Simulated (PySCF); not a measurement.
BF3, SMILES FB(F)F. Heavy atoms are numbered as in [F:1][B:2]([F:3])[F:4].

Geometry optimised at B3LYP-D3(BJ)/def2-TZVP.

All values below come from PBE0/pcSseg-2 run with PySCF.

GIAO shieldings, no solvent; atoms alike by connectivity are averaged. δ = σ(ref) − σ: ¹⁹F against CFCl3 (σ = 165.8 ppm), references at their B3LYP-D3(BJ)/def2-TZVP geometries, non-relativistic.

```tsv
nucleus	atoms	count	δ (ppm)
¹⁹F	F1	3	-139.3
```
